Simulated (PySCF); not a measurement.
Isomers of C2HNO. All species are isolated molecules in the gas phase. Strings in code marks are SMILES.

Method: PBE-D3(BJ)/def2-TZVP // PBE0-D3(BJ)/def2-TZVP run with PySCF. All candidates: neutral, multiplicity 1. 

| Quantity | Result |
|---|---|
| dipole moment | 1.82 D |
| LUMO | -4.39 eV |
| HOMO–LUMO gap | 0.90 eV |

### Question
Which member has these values?
A) `N=C=C=O`
B) `N#CC=O`
C) `O=c1cn1`

### Answer
A, `N=C=C=O`. The others give `O=c1cn1`: 3.39 D, -3.34 eV, 2.78 eV; `N#CC=O`: 2.30 D, -4.15 eV, 3.30 eV
